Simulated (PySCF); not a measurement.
C₄H₅BO₂, SMILES C#CB(O)C(C)=O.

Coordinates come from a r2SCAN-D4/def2-SVP optimisation. This is a generated structure with no PubChem entry under its InChIKey; it may be hypothetical. Other conformers were not sampled.

Two levels are set side by side: PBE/def2-TZVP (PySCF) and ωB97X/def2-TZVP (PySCF). Same geometry, gas phase. Differences are taken from unrounded values.

```
quantity                     ωB97X
---------------------------  -----
orbital gap (eV)              9.98
highest occupied level (eV)  -9.31
lowest empty level (eV)       0.67
dipole moment (D)             3.56
mean polarisability (bohr³)   63.5
```

Q: What does PBE give, and how far is it from ωB97X? (The exact figures need the calculation; the answer reports its results.)

A: 
```
quantity                       PBE  PBE minus ωB97X
---------------------------  -----  ---------------
orbital gap (eV)              2.93            -7.05
highest occupied level (eV)  -5.39             3.92
lowest empty level (eV)      -2.46            -3.13
dipole moment (D)             3.19            -0.36
mean polarisability (bohr³)   69.3              5.8
```

PBE's occupied levels lie high since its potential decays too fast outside the molecule; exact exchange lowers them and widens the gap. Loosely held outer electrons make PBE densities more polarisable. Differences between two approximate levels are no errors against the true value.

Rough cost on one machine, each run with all the roots and properties that it gave: ωB97X against PBE within a factor of 2.
